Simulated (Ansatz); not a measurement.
The cluster Ga2H4⁻, relaxed as a doublet with UKS PBE0-D4/def2-TZVPD in Ansatz, starting from the GFN2-xTB geometry. Force threshold 0.02 eV/Å.

The highest occupied level of the charge -1 doublet lies above zero (up to 0.15 eV). By energy differences its removal costs 1.54 eV (vertical, to the charge 0 singlet, at PBE0-D4/def2-TZVPD); a positive level beside a positive removal energy at the same level points to self-interaction error. The relaxation made no stability test and no search for a lower SCF solution. The structure comes from a short search, and lower isomers may exist.

Start:

| atom | x (Å) | y (Å) | z (Å) |
| --- | --- | --- | --- |
| Ga1 | -1.0688 | -1.0561 | -0.0658 |
| Ga2 | 0.7947 | 1.2461 | 0.0190 |
| H3 | -2.2063 | -1.2017 | 1.5986 |
| H4 | 2.6263 | 1.5378 | 0.7911 |
| H5 | 0.9613 | 2.4329 | -1.6042 |
| H6 | -1.1072 | -2.9590 | -0.7388 |

| step | energy (eV) | largest force component (eV/Å) | SCF passes |
| --- | --- | --- | --- |
| 1 | -104804.7657 | 1.565 | 18 |
| 2 | -104805.9413 | 0.887 | 29 |
| 3 | -104806.3929 | 0.482 | 30 |
| 4 | -104806.7790 | 0.538 | 29 |
| 5 | -104807.0225 | 0.327 | 33 |
| 6 | -104807.1040 | 0.222 | 21 |
| 7 | -104807.1629 | 0.197 | 26 |
| 8 | -104807.2696 | 0.370 | 26 |
| 9 | -104807.4125 | 0.428 | 24 |
| 10 | -104807.5423 | 0.737 | 21 |
| 11 | -104807.6735 | 0.453 | 20 |
| 12 | -104807.7417 | 0.078 | 24 |
| 13 | -104807.7473 | 0.051 | 18 |
| 14 | -104807.7492 | 0.008 | 19 |

Force components are those of the run's own axes.

End:

```xyz
6

Ga   -0.758   -0.893    0.205
Ga    0.761    0.891   -0.203
H    -2.354   -0.728    0.296
H     2.357    0.735   -0.299
H     0.321    2.421   -0.424
H    -0.328   -2.425    0.424
```

Bonds formed: Ga1–H3, Ga1–H6, Ga2–H4, Ga2–H5 (atoms count from 1). Metal–metal contacts that move far: Ga1–Ga2 2.96 to 2.38 Å.

No frequencies were taken in this run, so the end may be a saddle point.

Hardware: 4 threads of Arm Neoverse V1 on a shared host. Wall time 32 s.
